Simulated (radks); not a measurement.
Polarisability of the ruthenium ion Ru6+, [Kr] 4d2, at imaginary frequency. All-electron calculation, non-relativistic Kohn-Sham, LB94 model potential, spin-polarised, spherical densities, point nucleus; open shells are filled with parallel spins first (spin-orbit coupling, left out, can overturn this in heavy ions); relativity is left out, which matters for an element this heavy. Program: a radial shooting solver on a logarithmic mesh with Libxc functionals. Response by self-consistent Sternheimer equations with the Hartree and adiabatic LDA kernel.

| w (hartree) | alpha1(iw) (bohr^3) |
|---|---|
| 0.00266 | 1.932 |
| 0.0143 | 1.931 |
| 0.0360 | 1.931 |
| 0.0697 | 1.929 |
| 0.118 | 1.924 |
| 0.186 | 1.913 |
| 0.280 | 1.890 |
| 0.413 | 1.844 |
| 0.605 | 1.756 |
| 0.892 | 1.593 |
| 1.35 | 1.319 |
| 2.12 | 0.9259 |
| 3.59 | 0.5023 |
| 6.94 | 0.1974 |
| 17.5 | 0.05196 |

Static values: alpha1 = 1.932 bohr^3 (0.2862 angstrom^3; uncoupled 2.944). C6 = 5.783, triple-dipole C9 = 8.103 atomic units. One-pole (London) frequency 4 C6 / (3 alpha1^2) = 2.067 hartree, against 3.481 for minus the highest occupied eigenvalue.
